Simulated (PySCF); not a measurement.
Working out the ionisation energy of Sc²⁺

Sc²⁺ [Ar] 3d1 (2D) → Sc³⁺ [Ar] (1S). All numbers are calculated (PySCF 2.14, the spin-free X2C one-electron Hamiltonian (Gaussian nucleus), in x2c-TZVPPall (6s5p4d2f1g, 64 functions)). Frozen: [Ne]. Energies in hartree (1 hartree = 27.21139 eV):

| part | Sc²⁺ (lower) | Sc³⁺ (upper) |
| --- | --- | --- |
| UHF | -762.628852 | -761.754489 |
| CCSD correlation | -0.200158 | -0.193751 |
| (T) | -0.003230 | -0.002661 |

**Question.** What does Hartree-Fock give?

**Answer.** (-761.754489) − (-762.628852) = 0.874363 hartree = 23.793 eV.

**Question.** What do CCSD and CCSD(T) give?

**Answer.** The CCSD correlation energies differ by 0.006407 hartree = 0.174 eV and the triples by 0.000569 hartree = 0.015 eV, so CCSD gives 23.967 eV and CCSD(T) 23.982 eV.

A first-order spin-orbit estimate adds 0.015 eV to CCSD(T) (valence and next inner shell), giving 23.997 eV against 24.757 eV (measured; NIST Atomic Spectra Database, ionization energies).

What remains against the reference includes basis incompleteness, the frozen core and higher excitations.
